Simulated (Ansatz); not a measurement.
A structure relaxed at r2SCAN-D4/def2-SVP in Ansatz, charge 0, singlet:

```xyz
6

Al   -0.038   -0.034    1.723
Al    0.288    1.010   -0.753
Al   -0.913   -1.386   -0.288
Cl   -2.925   -1.607   -0.963
Cl    2.035   -0.151    2.272
Cl    1.554    2.168   -1.992
```

(1) Give its formula.

(2) Summarise the bond lengths by kind (pairs closer than 1.2 times the sum of covalent radii, bridged metal pairs left out).

## Answers

(1) the cluster Al₃Cl₃.

(2) 3 × Al–Al 2.58 to 2.72 Å; 3 × Al–Cl 2.12 to 2.15 Å.

The restricted singlet is unstable towards broken spin symmetry in Hartree–Fock (as tested in another run); at r2SCAN-D4/def2-SVP this wasn't settled. Another isomer (singlet) lies 0.16 eV lower at PBE0-D4/def2-TZVP; other spin states weren't run for this one.
